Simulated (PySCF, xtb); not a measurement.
H4O2SeSi, SMILES O[Se]O[SiH3]. One conformer was computed; it need not be the lowest.

Harmonic wavenumbers (cm⁻¹) from GFN2-xTB run with xtb 6.7.1 at its own minimum, in rising order: 39, 96, 132, 250, 363, 445, 574, 605, 633, 733, 794, 820, 873, 989, 2222, 2247, 2333, 3516.

**Question.** What does PySCF 2.14.0 with PBE-D3(BJ)/def2-SVP give at its own minimum? (Estimate from the structure and the level; the computed values follow.)

**Answer.** 80, 115, 141, 257, 475, 536, 636, 683, 698, 828, 899, 908, 945, 1059, 2147, 2166, 2192, 3651. Paired by order, the mean absolute difference is 75 cm⁻¹ and the zero-point energies are 25.3 and 26.3 kcal/mol.
